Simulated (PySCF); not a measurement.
PySCF job for HOZn, SMILES [OH][Zn] (connectivity only; charge and spin as stated), neutral, multiplicity 2, TDA-B3LYP/def2-TZVPD. Geometry optimised at PBE0-D3(BJ)/def2-TZVP. The multiplicity is an assumed one; other spin states were not compared. The isomer is the one that the SMILES or the coordinates give; other isomers of the formula were not compared.

```python
import numpy as np
from pyscf import gto, scf, dft, tdscf

mol = gto.M(
    atom='''
    Zn   -0.00599896   -0.43123521    0.00000000
    O     0.11472123    1.38814044    0.00000000
    H    -0.73780118    1.83193290    0.00000000
    ''',
    basis='def2-TZVPD',
    charge=0,
    spin=1,
    max_memory=1600,
    verbose=4,
)
mf = dft.UKS(mol, xc='b3lyp').density_fit(auxbasis='def2-universal-jkfit')
mf.grids.level = 3
mf.conv_tol = 1e-9
mf.max_cycle = 100
mf.kernel()
fine, coarse = mf.grids, dft.Grids(mol).set(level=1).build(with_non0tab=True)
for _ in range(3):  # follow internal instabilities
    mf.grids = coarse
    mo, _, stable, _ = mf.stability(return_status=True, nroots=4)
    mf.grids = fine
    if stable:
        break
    mf.kernel(mf.make_rdm1(mo, mf.mo_occ))
mf.grids = dft.Grids(mol).set(level=1).build(with_non0tab=True)  # coarser grid for the response kernel
td = tdscf.TDA(mf)
td.nstates = 10
td.conv_tol = 1e-4
td.positive_eig_threshold = 1e-6
td.kernel(x0=td.get_init_guess(mf, 15))
td.analyze()
```

Program output:

```
PySCF version 2.14.0

[INPUT] verbose = 4
[INPUT] num. atoms = 3
[INPUT] num. electrons = 39
[INPUT] charge = 0
[INPUT] spin (= nelec alpha-beta = 2S) = 1
[INPUT] symmetry False subgroup None
[INPUT] Mole.unit = angstrom
[INPUT] Symbol           X                Y                Z      unit          X                Y                Z       unit  Magmom
[INPUT]  1 Zn    -0.005998960000  -0.431235210000   0.000000000000 AA   -0.011336391432  -0.814916442169   0.000000000000 Bohr   0.0
[INPUT]  2 O      0.114721230000   1.388140440000   0.000000000000 AA    0.216791705373   2.623205254033   0.000000000000 Bohr   0.0
[INPUT]  3 H     -0.737801180000   1.831932900000   0.000000000000 AA   -1.394242164581   3.461851459580   0.000000000000 Bohr   0.0

nuclear repulsion = 80.7314701572882
number of shells = 36
number of NR pGTOs = 164
number of NR cGTOs = 100
basis = def2-TZVPD
ecp = {}


******** <class 'pyscf.df.df_jk.DFUKS'> ********
method = DFUKS
initial guess = minao
damping factor = 0
level_shift factor = 0
DIIS = <class 'pyscf.scf.diis.CDIIS'>
diis_start_cycle = 1
diis_space = 8
diis_damp = 0
SCF conv_tol = 1e-09
SCF conv_tol_grad = None
SCF max_cycles = 100
direct_scf = False
number electrons alpha = 20  beta = 19
XC library pyscf.dft.libxc version 7.1.2
    S. Lehtola, C. Steigemann, M. J. T. Oliveira, and M. A. L. Marques,  SoftwareX 7, 1–5 (2018)
XC functionals = b3lyp
    P. J. Stephens, F. J. Devlin, C. F. Chabalowski, and M. J. Frisch,  J. Phys. Chem. 98, 11623 (1994)
radial grids:
    Treutler-Ahlrichs [JCP 102, 346 (1995); DOI:10.1063/1.469408] (M4) radial grids

becke partition: Becke, JCP 88, 2547 (1988); DOI:10.1063/1.454033
pruning grids: <function nwchem_prune>
grids dens level: 3
symmetrized grids: False
atomic radii adjust function: <function treutler_atomic_radii_adjust>
small_rho_cutoff = 0
Set gradient conv threshold to 3.16228e-05
tot grids = 44536
******** <class 'pyscf.df.df.DF'> ********
auxbasis = def2-universal-jkfit
init E= -1854.91577545222
  alpha nocc = 20  HOMO = -0.179660366593126  LUMO = -0.0244201312639558
  beta  nocc = 19  HOMO = -0.362811723909422  LUMO = -0.179660366593126

WARN: HOMO -0.179660366593126 >= LUMO -0.179660366593126

cycle= 1 E= -1855.05712461064  delta_E= -0.141  |g|= 0.879  |ddm|= 1.13
  alpha nocc = 20  HOMO = -0.0986796075108422  LUMO = -0.021576171719938
  beta  nocc = 19  HOMO = -0.0869168102254567  LUMO = -0.0771213928167402
  HOMO = -0.0869168102255  LUMO = -0.0771213928167  gap/eV = 0.26655
cycle= 2 E= -1852.18670828759  delta_E= 2.87  |g|= 2.55  |ddm|= 1.89
  alpha nocc = 20  HOMO = -0.217804606273759  LUMO = -0.0270779498191775
  beta  nocc = 19  HOMO = -0.373390689876081  LUMO = -0.147906404339707
  HOMO = -0.217804606274  LUMO = -0.14790640434  gap/eV = 1.90203
cycle= 3 E= -1855.23562383582  delta_E= -3.05  |g|= 0.403  |ddm|= 1.68
  alpha nocc = 20  HOMO = -0.211778209897474  LUMO = -0.020525625407208
  beta  nocc = 19  HOMO = -0.261358670710542  LUMO = -0.135849532080641
  HOMO = -0.211778209897  LUMO = -0.135849532081  gap/eV = 2.06612
cycle= 4 E= -1855.27067449101  delta_E= -0.0351  |g|= 0.261  |ddm|= 0.383
  alpha nocc = 20  HOMO = -0.227087211601024  LUMO = -0.0241297621660737
  beta  nocc = 19  HOMO = -0.277648714640599  LUMO = -0.141538708716539
  HOMO = -0.227087211601  LUMO = -0.141538708717  gap/eV = 2.32789
cycle= 5 E= -1855.28554722446  delta_E= -0.0149  |g|= 0.0389  |ddm|= 0.122
  alpha nocc = 20  HOMO = -0.222808149377066  LUMO = -0.0216108222123418
  beta  nocc = 19  HOMO = -0.284107907941245  LUMO = -0.134590772454999
  HOMO = -0.222808149377  LUMO = -0.134590772455  gap/eV = 2.40052
cycle= 6 E= -1855.28618227284  delta_E= -0.000635  |g|= 0.017  |ddm|= 0.0339
  alpha nocc = 20  HOMO = -0.223219618306118  LUMO = -0.0216373957093745
  beta  nocc = 19  HOMO = -0.287635671522342  LUMO = -0.134064483383924
  HOMO = -0.223219618306  LUMO = -0.134064483384  gap/eV = 2.42603
cycle= 7 E= -1855.28630056139  delta_E= -0.000118  |g|= 0.0033  |ddm|= 0.0102
  alpha nocc = 20  HOMO = -0.223315706919159  LUMO = -0.0216011502843229
  beta  nocc = 19  HOMO = -0.288246752195927  LUMO = -0.133837240368386
  HOMO = -0.223315706919  LUMO = -0.133837240368  gap/eV = 2.43483
cycle= 8 E= -1855.28630639851  delta_E= -5.84e-06  |g|= 0.000626  |ddm|= 0.00338
  alpha nocc = 20  HOMO = -0.223305670712783  LUMO = -0.021584622525629
  beta  nocc = 19  HOMO = -0.28807719675044  LUMO = -0.133765638662737
  HOMO = -0.223305670713  LUMO = -0.133765638663  gap/eV = 2.43651
cycle= 9 E= -1855.28630675644  delta_E= -3.58e-07  |g|= 0.000169  |ddm|= 0.00112
  alpha nocc = 20  HOMO = -0.223304805806592  LUMO = -0.0215872527891694
  beta  nocc = 19  HOMO = -0.288056347684361  LUMO = -0.133767400770608
  HOMO = -0.223304805807  LUMO = -0.133767400771  gap/eV = 2.43644
cycle= 10 E= -1855.28630679933  delta_E= -4.29e-08  |g|= 9.75e-05  |ddm|= 0.000475
  alpha nocc = 20  HOMO = -0.223305297691105  LUMO = -0.0215866476154852
  beta  nocc = 19  HOMO = -0.288064384936557  LUMO = -0.133762655981215
  HOMO = -0.223305297691  LUMO = -0.133762655981  gap/eV = 2.43658
cycle= 11 E= -1855.28630680671  delta_E= -7.38e-09  |g|= 1.41e-05  |ddm|= 0.000169
  alpha nocc = 20  HOMO = -0.223304933953827  LUMO = -0.02158739823906
  beta  nocc = 19  HOMO = -0.288066317943137  LUMO = -0.133764031663858
  HOMO = -0.223304933954  LUMO = -0.133764031664  gap/eV = 2.43653
cycle= 12 E= -1855.28630680693  delta_E= -2.18e-10  |g|= 3.28e-06  |ddm|= 4.72e-05
  alpha nocc = 20  HOMO = -0.223304347288945  LUMO = -0.0215871807992856
  beta  nocc = 19  HOMO = -0.288066216690026  LUMO = -0.133763965716867
  HOMO = -0.223304347289  LUMO = -0.133763965717  gap/eV = 2.43652
Extra cycle  E= -1855.28630680692  delta_E= 9.32e-12  |g|= 2.44e-06  |ddm|= 7.75e-06
converged SCF energy = -1855.28630680692  <S^2> = 0.75287302  2S+1 = 2.002871
tot grids = 15096
uhf_internal: lowest eigs of H = [0.18633451 0.25124205 0.30098786 0.31457396]
<class 'pyscf.df.df_jk.DFUKS'> wavefunction is stable in the internal stability analysis
tot grids = 15096
Overwritten attributes  positive_eig_threshold  of <class 'pyscf.tdscf.uks.TDA'>


******** <class 'pyscf.tdscf.uks.TDA'> for <class 'pyscf.df.df_jk.DFUKS'> ********
nstates = 10
deg_eia_thresh = 1.000e-03
wfnsym = None
conv_tol = 0.0001
eigh lindep = 1e-12
eigh level_shift = 0
eigh max_cycle = 100


Excitation energies (eV)
[2.65296194 3.73636329 4.12926477 4.29933441 5.19993593 5.84830217
 5.93254389 6.12727083 6.26838832 6.3646013 ]

** Excitation energies and oscillator strengths **
Excited State   1:      2.65296 eV    467.34 nm  f=0.0023
      19b ->   20b     -0.99270
Excited State   2:      3.73636 eV    331.83 nm  f=0.0405
      19a ->   22a      0.14676
      20a ->   21a      0.12268
      20a ->   23a     -0.13697
      18b ->   20b     -0.94682
Excited State   3:      4.12926 eV    300.26 nm  f=0.1422
      20a ->   21a      0.97835
      18b ->   20b      0.10699
Excited State   4:      4.29933 eV    288.38 nm  f=0.1499
      20a ->   22a     -0.98547
Excited State   5:      5.19994 eV    238.43 nm  f=0.1917
      19a ->   22a     -0.12653
      20a ->   23a     -0.97592
      18b ->   20b      0.11420
Excited State   6:      5.84830 eV    212.00 nm  f=0.0004
      19a ->   21a     -0.97597
      19b ->   21b      0.15939
Excited State   7:      5.93254 eV    208.99 nm  f=0.0051
      19a ->   22a     -0.78117
      17b ->   20b      0.16792
      19b ->   22b      0.56207
Excited State   8:      6.12727 eV    202.35 nm  f=0.0006
      19a ->   21a     -0.16952
      19b ->   21b     -0.97044
      19b ->   25b      0.11437
Excited State   9:      6.26839 eV    197.79 nm  f=0.0051
      20a ->   24a     -0.67463
      20a ->   25a      0.10425
      17b ->   20b      0.65696
      18b ->   21b      0.15600
      19b ->   22b     -0.20575
Excited State  10:      6.36460 eV    194.80 nm  f=0.0058
      20a ->   24a      0.68901
      17b ->   20b      0.65490
      18b ->   21b     -0.11582
      19b ->   22b     -0.24760

** Transition electric dipole moments (AU) **
state          X           Y           Z        Dip. S.      Osc.
  1         0.0000      0.0000     -0.1866      0.0348      0.0023
  2         0.2372      0.6212      0.0000      0.4421      0.0405
  3         1.1590     -0.2494     -0.0000      1.4055      0.1422
  4        -0.0000      0.0000     -1.1931      1.4234      0.1499
  5        -0.1362     -1.2192     -0.0000      1.5049      0.1917
  6         0.0000      0.0000      0.0533      0.0028      0.0004
  7         0.0111      0.1862      0.0000      0.0348      0.0051
  8        -0.0000      0.0000      0.0648      0.0042      0.0006
  9         0.1586      0.0881     -0.0000      0.0329      0.0051
 10         0.1018     -0.1631     -0.0000      0.0370      0.0058

** Transition velocity dipole moments (imaginary part, AU) **
state          X           Y           Z        Dip. S.      Osc.
  1         0.0000      0.0000     -0.0138      0.0002      0.0013
  2         0.0053     -0.0026      0.0000      0.0000      0.0002
  3         0.0756     -0.0096     -0.0000      0.0058      0.0255
  4        -0.0000      0.0000     -0.0836      0.0070      0.0295
  5        -0.0166     -0.1925      0.0000      0.0373      0.1303
  6         0.0000      0.0000      0.0056      0.0000      0.0001
  7         0.0008      0.0172      0.0000      0.0003      0.0009
  8        -0.0000      0.0000      0.0104      0.0001      0.0003
  9         0.0394      0.0383      0.0000      0.0030      0.0087
 10         0.0019     -0.0710     -0.0000      0.0050      0.0144

** Transition magnetic dipole moments (imaginary part, AU) **
state          X           Y           Z
  1        -0.0051      0.1052      0.0000
  2         0.0000     -0.0000     -0.0646
  3        -0.0000      0.0000     -0.6715
  4        -0.7086      0.0294      0.0000
  5        -0.0000      0.0000      0.0420
  6         0.0163      0.0540     -0.0000
  7        -0.0000      0.0000     -0.0210
  8         0.0133      0.0667     -0.0000
  9        -0.0000      0.0000      0.0301
 10         0.0000     -0.0000     -0.1533
```

The calculation finished and met its thresholds.

Cost: around 60 core-seconds (rough).
